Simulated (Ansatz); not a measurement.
`CC(O)(F)Br` + H₂ → `CC(O)F` + HBr at 700 K and 1 bar (hydrogenolysis of a C–Br bond).

Calculated with Ansatz (gas phase, PBE0-D4/def2-TZVP geometries, no zero-point term in ΔE). CBS: MP2 limit from def2 TZ/QZ plus the TZ coupled-cluster correction, frozen cores. This one scheme is used for every species. For Br outer-core shells are correlated without core-valence functions, which leaves a few kJ/mol of doubt a bond. Scalar relativity is left out up to krypton. One conformer a species, not always the lowest.

```json
{"species": "`CC(O)(F)Br`", "CCSD(T)/CBS energy (Eh)": "-2826.80327", "H − E (kJ/mol)": "230.3", "S (J/(mol·K))": "423.7"}
{"species": "H₂", "CCSD(T)/CBS energy (Eh)": "-1.17544", "H − E (kJ/mol)": "46.8", "S (J/(mol·K))": "155.3"}
{"species": "`CC(O)F`", "CCSD(T)/CBS energy (Eh)": "-254.08332", "H − E (kJ/mol)": "248.1", "S (J/(mol·K))": "371.2"}
{"species": "HBr", "CCSD(T)/CBS energy (Eh)": "-2573.91920", "H − E (kJ/mol)": "36.5", "S (J/(mol·K))": "223.7"}
```

H − E and S are ideal-gas, rigid-rotor, harmonic terms from PBE0-D4/def2-TZVP, for one conformer and one mirror image of each species. For small species the MP2-based limit differs from directly extrapolated CCSD(T) by up to some mEh (0.8 for H₂); such offsets cancel only in part. 1 Eh = 2625.50 kJ/mol, R = 8.31446 J/(mol·K).

Question: By hand: ΔE, ΔH, ΔS and ΔG.

Answer: ΔE = (-254.08332) + (-2573.91920) − (-2826.80327) − (-1.17544) = -0.02381 Eh = -62.5 kJ/mol. Δ(H − E) = 248.1 + 36.5 − 230.3 − 46.8 = 7.5, so ΔH = -55.0 kJ/mol. ΔS = 371.2 + 223.7 − 423.7 − 155.3 = 15.9 J/(mol·K). ΔG = -55.0 − 700 × (15.9)/1000 = -66.1 kJ/mol.

Question: By hand: the equilibrium constant, and the temperature at which ΔG would vanish if ΔH and ΔS stayed fixed.

Answer: log₁₀ K = −ΔG/(RT ln 10) = 4.9. ΔH and −TΔS have one sign here, so there is no such temperature.

ΔH outweighs TΔS. A doubt of 5 kJ/mol in ΔE shifts log₁₀ K by 0.4 here. Other conformers and mirror images would add mixing entropy, several J/(mol·K) or more a flexible species. These are equilibria of isolated gas molecules and say nothing of rates. Largest T1 diagnostic: 0.011 (customary marks: 0.02 for closed shells, 0.045 for open ones).
